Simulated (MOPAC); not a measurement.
MOPAC input (MNDO):

```
MNDO PRECISE GNORM=0.05 LET XYZ CHARGE=1 GEO-OK AUX(PRECISION=9) THREADS=1
C4H7S

C    -1.35905626 1    0.01835902 1    0.03901895 1
C    -0.71624194 1   -1.31982445 1   -0.17718476 1
C     0.60377648 1   -1.38249636 1   -0.10242708 1
C     1.34163003 1   -0.10986432 1    0.19196913 1
S     0.05325124 1    1.20711868 1    0.07169583 1
H    -2.04284101 1    0.33802487 1   -0.74704930 1
H    -1.86833395 1    0.10910994 1    1.00046800 1
H    -1.35345050 1   -2.17845589 1   -0.34269438 1
H     1.17161817 1   -2.29834124 1   -0.19969010 1
H     1.74563607 1   -0.06247434 1    1.20514092 1
H     2.13672810 1    0.13958705 1   -0.51034435 1
H     0.13797339 1    1.40160746 1   -1.26122153 1
```

From the output:

```
                                                       MOPAC v23.2.5 Linux

          FINAL HEAT OF FORMATION =        192.34255 KCAL/MOL =     804.76122 KJ/MOL

          COSMO AREA              =        119.54 SQUARE ANGSTROMS
          COSMO VOLUME            =        108.98 CUBIC ANGSTROMS

          GRADIENT NORM           =          0.01836          =       0.00530 PER ATOM
          IONIZATION POTENTIAL    =         15.156042 EV
          HOMO LUMO ENERGIES (EV) =        -15.156 -5.545
          NO. OF FILLED LEVELS    =         14
          MOLECULAR WEIGHT        =         87.1593         POINT GROUP:  Cs

          MOLECULAR DIMENSIONS (Angstroms)

            Atom       Atom       Distance
            H    10    H     6     4.33023
            H     8    H    12     4.22922
            H     7    H    11     3.02759

          SCF CALCULATIONS        =         36

   ATOM   CHEMICAL          X               Y               Z
  NUMBER   SYMBOL      (ANGSTROMS)     (ANGSTROMS)     (ANGSTROMS)

     1       C         -1.34722493  *   0.03288555  *  -0.03657217  *
     2       C         -0.73272424  *  -1.33686634  *  -0.12664696  *
     3       C          0.61277101  *  -1.40075796  *  -0.05043595  *
     4       C          1.33981915  *  -0.09471638  *   0.11563052  *
     5       S          0.04687632  *   1.15134989  *   0.13747771  *
     6       H         -1.94880291  *   0.30117661  *  -0.92729571  *
     7       H         -1.97471392  *   0.16614304  *   0.86965688  *
     8       H         -1.39738138  *  -2.19146707  *  -0.24353380  *
     9       H          1.20265097  *  -2.31492950  *  -0.09623926  *
    10       H          1.87096038  *  -0.01646107  *   1.08749190  *
    11       H          2.06055647  *   0.11079010  *  -0.70017557  *
    12       H          0.14127172  *   1.72776912  *  -1.04576428  *

                             CARTESIAN COORDINATES

   1    C       -1.347224934     0.032885553    -0.036572174
   2    C       -0.732724237    -1.336866336    -0.126646962
   3    C        0.612771006    -1.400757962    -0.050435945
   4    C        1.339819151    -0.094716378     0.115630520
   5    S        0.046876318     1.151349891     0.137477712
   6    H       -1.948802909     0.301176606    -0.927295709
   7    H       -1.974713916     0.166143037     0.869656875
   8    H       -1.397381377    -2.191467066    -0.243533802
   9    H        1.202650966    -2.314929505    -0.096239255
  10    H        1.870960382    -0.016461066     1.087491896
  11    H        2.060556467     0.110790102    -0.700175570
  12    H        0.141271717     1.727769123    -1.045764280

           Empirical Formula: C4 H7 S  =    12 atoms

      MOLECULAR POINT GROUP   :   Cs

                  EIGENVALUES
 -45.36588 -37.08554 -33.89905 -27.78592 -25.69997 -22.93923 -21.59822 -20.06136
 -19.79349 -19.47786 -19.28015 -18.35766 -17.88748 -15.15604  -5.54523  -4.94619
  -4.68177  -4.40374  -1.84502  -1.71866  -1.64096  -1.35739  -0.51868  -0.35646
   0.18367   0.33268   1.03399

              NET ATOMIC CHARGES AND DIPOLE CONTRIBUTIONS

  ATOM NO.   TYPE          CHARGE      No. of ELECS.   s-Pop       p-Pop
    1          C          -0.066242        4.0662     1.25849     2.80775
    2          C          -0.096482        4.0965     1.22921     2.86727
    3          C          -0.096488        4.0965     1.22921     2.86728
    4          C          -0.066220        4.0662     1.25849     2.80773
    5          S           0.576928        5.4231     1.77884     3.64424
    6          H           0.093034        0.9070     0.90697
    7          H           0.110891        0.8891     0.88911
    8          H           0.139357        0.8606     0.86064
    9          H           0.139357        0.8606     0.86064
   10          H           0.110888        0.8891     0.88911
   11          H           0.093032        0.9070     0.90697
   12          H           0.061946        0.9381     0.93805
 DIPOLE           X         Y         Z       TOTAL
 POINT-CHG.     0.098     2.182     0.095     2.187
 HYBRID         0.047    -0.591    -1.319     1.446
 SUM            0.145     1.592    -1.224     2.013

          ATOMIC ORBITAL ELECTRON POPULATIONS

     Atom    s        px        py        pz
    1  C   1.25849   0.88074   0.89089   1.03612
    2  C   1.22921   0.93136   0.93170   1.00421
    3  C   1.22921   0.92222   0.94255   1.00250
    4  C   1.25849   0.89921   0.86943   1.03909
    5  S   1.77884   1.13530   1.24583   1.26311
    6  H   0.90697
    7  H   0.88911
    8  H   0.86064
    9  H   0.86064
   10  H   0.88911
   11  H   0.90697
   12  H   0.93805

 **********************
 *                    *
 * JOB ENDED NORMALLY *
 *                    *
 **********************

 == MOPAC DONE ==
```

The dipole moment of an ion depends on the origin.

The geometry given is a B3LYP-D3(BJ)/def2-TZVP minimum.
